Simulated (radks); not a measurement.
Charge is removed step by step from the 3s down level of Ar+, starting from [Ne] 3s(up 1, down 1) 3p5. Method: scalar-relativistic Kohn-Sham, r2SCAN, spin-polarised, spherical densities, finite nucleus; open shells are filled with parallel spins first; meta-GGA in the generalised Kohn-Sham scheme; Fermi nuclear charge, rms radius 3.4274 fm; computed with a radial shooting solver on a logarithmic mesh with Libxc functionals.

| removed (e) | E - E(0) (eV) | eigenvalue (eV) | E minus straight line (eV) |
|---|---|---|---|
| 0 | 0.000 | -37.034 | 0.000 |
| 0.25 | 9.657 | -40.232 | -1.208 |
| 0.5 | 20.116 | -43.458 | -1.612 |
| 0.75 | 31.384 | -46.689 | -1.208 |
| 1 | 43.456 | -49.889 | 0.000 |

Removing the whole electron costs 43.456 eV by Delta-SCF, against 37.034 eV from minus the eigenvalue at the starting occupation. Slater's transition state (half an electron removed) gives 43.458 eV. Integrating minus the eigenvalue over the occupation (Janak's theorem) gives 43.460 eV. In this scalar-relativistic scheme the density is built from large components alone, so the theorem holds only approximately. The mean slope of the eigenvalue, de/dn, is 12.9 eV per electron.
